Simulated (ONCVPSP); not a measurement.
What one change does to a pseudopotential (titanium, ONCV)

| Property | Result |
| --- | --- |
| Element | Ti |
| Generator | ONCVPSP 4.0.1 |
| Type | optimised norm-conserving Vanderbilt (ONCV) |
| Functional | PBE |
| Relativity | scalar-relativistic |
| Frozen core | [Ne] 3s2 |
| Valence charge | 10 |
| Reference configuration | 3p6 3d2 4s2 |
| Partial waves | 4s: rc 3.15 bohr, ncon 4, nbas 8, qcut 1.7 1/bohr, 1 projector; 3p: rc 1.70 bohr, ncon 4, nbas 8, qcut 8.1 1/bohr, 3 projectors, debl 1.5 Ha; 3d: rc 1.70 bohr, ncon 5, nbas 10, qcut 8 1/bohr, 2 projectors, debl 1.6 Ha |
| Local potential | polynomial inside 1.25 bohr (lpopt 5, dvloc0 6 Ha) |
| Core correction | Teter function, fcfact 4.5, rcfact 1.15 |

Change: all radii but the core radius scaled by about 1.19 (s 3.74, p 2.02, d 2.02 bohr); local potential polynomial inside 1.48 bohr (lpopt 5, dvloc0 6 Ha).

Cutoffs: the cutoffs (Ha) at which the residual kinetic energy of the hardest occupied pseudo-wave falls to 1 and 0.1 mHa per electron; they do not see the model core or the augmentation charge, which bear on the density cutoff. Errors are all-electron minus pseudo energies relative to the spin-unpolarised reference configuration.

How do hardness, ghosts and transferability respond?

The potential gets softer (29 Ha and 42 Ha → 25 Ha and 28 Ha); the lowest positive-energy flag moves from s at 0.2 eV to none; of the 4 tests that both files solve, the error grows in 3 and shrinks in 1 by more than 15 % and 0.3 meV (median size 17.9 → 100.7 meV); neither file shows a bound ghost. A larger radius leaves more room for a smooth pseudo-wave, so fewer plane waves are needed.

```tsv
quantity	base	changed
cutoff, loose	29 Ha	25 Ha
cutoff, tight	42 Ha	28 Ha
loose cutoff by channel	s 4.4 Ha, p 20 Ha, d 29 Ha	s 1.8 Ha, p 19 Ha, d 25 Ha
bound ghosts	none	none
GHOST(+) flags under 300 eV	s at 0.2 eV	none
error for 3p6 3d2 4s1, meV [ΔE 7.35 eV]	+13	-6.9
error for 3p6 3d2 4s0, meV [ΔE 20.92 eV]	-23	-122
error for 3p6 3d1 4s0, meV [ΔE 47.87 eV]	-10	-313
error for 3p6 3d2 4s0 4p2, meV [ΔE 6.29 eV]	-30	-79
rms error of d²Exc/dni dnj with the model core, mHa	4.03	3.92
```
